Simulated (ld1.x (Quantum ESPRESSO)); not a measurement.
**nitrogen (N), TM: configuration errors across variants**

```json
{"Element": "nitrogen", "Generator": "ld1.x (Quantum ESPRESSO) 7.5", "Type": "norm-conserving Troullier–Martins (Kleinman–Bylander form)", "Functional": "BLYP", "Relativity": "scalar-relativistic", "Frozen core": "[He]", "Valence charge": "5", "Reference configuration": "2s1 2p4", "Partial waves": "2s (bound): rc 0.85 bohr; 3d channel at -0.05 Ry: rc 2.00 bohr; 2p (bound): rc 2.25 bohr", "Local potential": "the p channel", "Core correction": "Bessel-smoothed model core, default radius (core density twice the valence density)"}
```

All-electron excitation energies from the reference (eV): (1) 2s2 2p3 -11.402; (2) 2s2 2p2 2.172; (3) 2s2 2p1 31.046; (4) 2s2 2p2.5 -6.320; (5) 2s0 2p5 11.440; (6) 2s2 2p0 78.206; (7) 2s2 2p3.3 -13.013.

The default core radius of the base comes out at 0.40 bohr.

3 further variants failed, have other tests or another functional or relativity, and are left out.

Errors AE − PS in meV (a dash: test not solved or not reliable):

| change | (1) | (2) | (3) | (4) | (5) | (6) | (7) | bound ghosts |
| --- | --- | --- | --- | --- | --- | --- | --- | --- |
| base | -11 | +186 | +942 | +56 | -9.1 | +3151 | -38 | none |
| wave 2s (bound): rc 0.85 bohr becomes 2s (bound): rc 1.24 bohr | -16 | +189 | +973 | +54 | -14 | +3250 | -43 | none |
| wave 3d channel at -0.05 Ry: rc 2.00 bohr becomes 3d channel at -0.05 Ry: rc 1.82 bohr | -11 | +186 | +942 | +56 | -9.1 | +3151 | -38 | none |
| local potential the d channel | -10 | +214 | +1044 | +61 | -8.3 | +3268 | -32 | none |
| core correction Bessel-smoothed model core inside 0.90 bohr | -8.5 | +192 | +958 | +60 | -6.1 | +3204 | -36 | none |
| all radii but the core radius scaled by about 1.15 (s 0.98, p 2.60, d 2.30 bohr) | -35 | +316 | +1602 | +83 | -33 | +5064 | -82 | none |
| wave 3d channel at -0.05 Ry: rc 2.00 bohr becomes 3d channel at 0.09 Ry: rc 2.00 bohr | -11 | +186 | +942 | +56 | -9.1 | +3151 | -38 | none |

Give the same row for: wave 2p (bound): rc 2.25 bohr becomes 2p (bound): rc 2.06 bohr.

-4.0, +140, +706, +45, -2.2, +2429, -24; bound ghosts: none.
